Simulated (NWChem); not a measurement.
Species: CuH2OF; SMILES [OH2]->[Cu][F]

Results from NWChem. The level has its own optimisation; frequencies are unscaled.

Q: Predict the results for LDA (Slater exchange, VWN5)/def2-SVP. Quantities: r Cu–F (Å); r Cu–O (Å); r H–O (Å); highest harmonic frequency (cm⁻¹); lowest (cm⁻¹); zero-point energy (kcal/mol); dipole (D).

A: 
```json
{
  "r Cu–F (Å)": "1.703",
  "r Cu–O (Å)": "1.860",
  "r H–O (Å)": "0.981",
  "highest harmonic frequency (cm⁻¹)": "3714",
  "lowest (cm⁻¹)": "167",
  "zero-point energy (kcal/mol)": "16.3",
  "dipole (D)": "7.30"
}
```
